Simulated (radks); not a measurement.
Problem. Radial electron density D(r) = 4 pi r^2 rho(r) of an atom or ion with 46 electrons. All-electron calculation, scalar-relativistic Kohn-Sham, LB94 model potential, spin-polarised, spherical densities, finite nucleus; Fermi nuclear charge, rms radius of each element as measured or else 0.836 A^(1/3) + 0.57 fm. Program: a radial shooting solver on a logarithmic mesh with Libxc functionals.

r (bohr),D(r) (e/bohr)
0.001831,11.46
0.002081,13.89
0.002346,16.57
0.002645,19.69
0.003006,23.53
0.003389,27.64
0.003852,32.60
0.004343,37.76
0.004936,43.78
0.005566,49.83
0.006326,56.55
0.007132,62.92
0.008042,69.12
0.00914,75.21
0.01031,80.11
0.01171,84.09
0.01321,86.39
0.01501,87.13
0.01692,86.25
0.01923,83.97
0.02169,81.17
0.02445,78.55
0.02779,77.06
0.03133,77.85
0.03561,81.75
0.04015,88.25
0.04563,97.32
0.05145,106.1
0.05848,113.4
0.06593,116.2
0.07434,114.1
0.08449,107.0
0.09526,98.35
0.1083,90.75
0.1221,88.24
0.1387,91.42
0.1564,97.53
0.1778,102.1
0.2005,99.69
0.226,88.83
0.2569,70.62
0.2896,53.34
0.3292,41.30
0.3712,38.39
0.4218,41.46
0.4756,44.67
0.5406,43.44
0.6095,36.78
0.6872,26.79
0.781,16.05
0.8806,8.338
1.001,3.392
1.128,1.188
1.283,0.3039
1.446,0.06563
1.644,0.009432
1.853,0.001109

What is the nuclear charge?

Solution. Z = 65. The innermost maximum, from 1s, lies near gamma/Z bohr with gamma = sqrt(1 - (Z/c)^2) = 0.880, here 0.0135 bohr (found: 0.0149), and its height grows with Z. The density is that of the terbium ion Tb19+ in [Kr] 4d10; the configuration itself is not fixed sharply by these data, and Z only to a few units. D(r) has 4 maxima, at r = 0.0149, 0.0665, 0.182, 0.495 bohr, and minima at 0.0285, 0.121, 0.365 bohr, inside which lie 1.94, 11.19, 29.04 electrons.
